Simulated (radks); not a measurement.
Spherical quantum dot in the effective-mass picture: electrons in a parabolic well V = omega^2 r^2 / 2 with omega = 0.359, with a point charge +1 (a donor) at the centre, all in effective atomic units (hartree* = m*/eps^2 hartree, bohr* = eps/m* bohr), one dielectric constant everywhere. Calculated with a radial shooting solver with Libxc functionals: non-relativistic Kohn-Sham, LDA (Slater exchange, Perdew-Wang correlation), spin-polarised, spherical densities. Levels are named by radial order and angular momentum (1s, 1p, 1d, 2s, ...), and open shells are averaged over m. Results are scaled to m* = 0.379 and eps = 14.1, for which hartree* = 51.87 meV and bohr* = 1.969 nm.

N = 18, configuration 1s2 1p6 1d(up 5, down 3) 2s2. This is the lowest configuration that the search found. Occupied and some empty levels:

level,occupation,eigenvalue (meV),<r> (nm)
1s up,1,238.77,4.657
1s down,1,239.16,4.550
1p up,3,248.99,7.468
1p down,3,249.73,7.454
2s up,1,253.64,6.753
2s down,1,254.15,6.837
1d up,5,257.23,8.427
1d down,3,258.00,8.439
1f up,0,266.53,9.135
1f down,0,267.27,9.157
2p up,0,270.25,7.736
2p down,0,270.72,7.743
1g up,0,276.86,9.731
1g down,0,277.55,9.758

Energy (meV): total 2650.11, kinetic 268.00, external 658.77, Hartree 1965.4, exchange-correlation -242.03.

Electron density:

r (nm),n(r) (e/nm^3)
0.318,0.05383
1.12,0.02488
1.91,0.01237
2.71,0.006903
3.51,0.004669
4.31,0.004005
5.11,0.004046
5.91,0.004267
6.71,0.004328
7.50,0.004053
8.30,0.003427
9.10,0.002583
9.90,0.001713
10.7,0.0009915
11.5,0.0004986
12.3,0.0002165
13.1,0.00008128
13.9,0.00002634
14.7,7.387e-06
15.5,1.798e-06
